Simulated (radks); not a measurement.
All-electron atom: Zn in [Ar] 3d10 4s2 (the NIST ground configuration). Method: scalar-relativistic Kohn-Sham, PBE, spin-polarised, spherical densities, finite nucleus; Fermi nuclear charge, rms radius 3.9283 fm; hard spherical wall at 2.5 bohr; computed with a radial shooting solver on a logarithmic mesh with Libxc functionals. Some entries of the table are withheld. Estimate them.

orbital,occ.,eigenvalue (eV),r(max) (bohr)
1s,2,-9503.103,(1)
2s,2,-1136.487,0.1893
2p,6,(2),(3)
3s,2,-109.8262,(4)
3p,6,(5),0.5951
3d,10,8.8499,0.5744
4s,2,26.7618,1.583
4p,0,41.8006,1.647
4d,0,69.9524,1.746
5s,0,141.4617,2.026

Answer. 
(1) 1s r(max) (bohr): 0.03291
(2) 2p eigenvalue (eV): -982.1141
(3) 2p r(max) (bohr): 0.1521
(4) 3s r(max) (bohr): 0.5898
(5) 3p eigenvalue (eV): -64.2762
